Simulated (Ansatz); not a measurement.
CH6BFSSi (`BSC(F)[SiH3]`), relaxed with RKS PBE-D4/def2-SVP in Ansatz 0.2.0 from a rough embedded geometry. The force threshold is 0.03 eV/Å; the program also tests the step.

Total charge 0; spin multiplicity 1.

Start:

```xyz
11

B     1.011    2.104    0.747
S     0.119    1.312   -0.653
C    -0.025   -0.263    0.199
F    -0.884   -0.196    1.366
Si   -0.797   -1.544   -0.953
H     0.476    2.725    1.615
H     2.227    2.074    0.810
H     0.950   -0.687    0.569
H     0.034   -1.675   -2.089
H    -0.966   -2.810   -0.240
H    -2.145   -1.040   -1.371
```

| step | energy (eV) | largest force (eV/Å) | largest move (Å) |
| --- | --- | --- | --- |
| 1 | -23216.1763 | 1.567 | 0.000 |
| 2 | -23216.3939 | 0.699 | 0.175 |
| 3 | -23216.5255 | 0.787 | 0.195 |
| 4 | -23216.6670 | 1.058 | 0.196 |
| 5 | -23216.8422 | 1.025 | 0.200 |
| 6 | -23217.0412 | 0.770 | 0.200 |
| 7 | -23217.1834 | 0.429 | 0.200 |
| 8 | -23217.2608 | 0.210 | 0.200 |
| 9 | -23217.2924 | 0.131 | 0.200 |
| 10 (rejected) | -23217.2909 | 0.456 | 0.140 |
| 11 | -23217.3016 | 0.059 | 0.069 |
| 12 | -23217.3031 | 0.069 | 0.032 |
| 13 | -23217.3038 | 0.050 | 0.054 |
| 14 | -23217.3046 | 0.018 | 0.018 |

End:

```xyz
11

B     1.012    2.214    0.773
S    -0.217    1.385   -0.200
C    -0.073   -0.384    0.330
F    -0.763   -0.591    1.518
Si   -0.806   -1.543   -1.021
H     1.090    3.414    0.615
H     1.721    1.590    1.534
H     1.008   -0.579    0.510
H     0.000   -1.404   -2.282
H    -0.738   -2.955   -0.513
H    -2.234   -1.148   -1.263
```

It took 23 s on 4 threads of a server CPU on a shared host, with 0.18 GiB of host memory at the peak.
